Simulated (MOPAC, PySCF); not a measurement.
[Cd(Br)2], neutral singlet in the gas phase. 

Cartesian coordinates (Å):
```xyz
3

Cd     0.0000     0.0000     0.0000
Br    -0.5817     0.0724     2.3478
Br     0.5817    -0.0724    -2.3478
```
Charge 0, spin multiplicity 1.

All levels are single points at this geometry (PBE-D3(BJ)/def2-SVP); Pople sets use spherical d functions. Orbital energies aren't observables, and empty levels follow the basis.

BP86/6-31G* (LANL2DZ on Cd) in PySCF gives gap (eV) = 3.90.

### Question
Estimate the gap (eV) from each of these levels: B3LYP-D3(BJ)/def2-TZVP in PySCF; PBE-D3(BJ)/def2-TZVP in PySCF; TPSSh-D3(BJ)/def2-TZVP in PySCF; B3LYP/6-311+G** (LANL2DZ on Br, Cd) in PySCF; B3LYP/6-31G* (LANL2DZ on Cd) in PySCF; PBE/6-31G* (LANL2DZ on Cd) in PySCF; PM3 in MOPAC; PM7 in MOPAC.

### Answer

```
level                                         gap (eV)
--------------------------------------------  --------
B3LYP-D3(BJ)/def2-TZVP in PySCF                   5.41
PBE-D3(BJ)/def2-TZVP in PySCF                     3.90
TPSSh-D3(BJ)/def2-TZVP in PySCF                   4.95
B3LYP/6-311+G** (LANL2DZ on Br, Cd) in PySCF      5.32
B3LYP/6-31G* (LANL2DZ on Cd) in PySCF             5.37
PBE/6-31G* (LANL2DZ on Cd) in PySCF               3.92
PM3 in MOPAC                                     10.16
PM7 in MOPAC                                      8.69
```
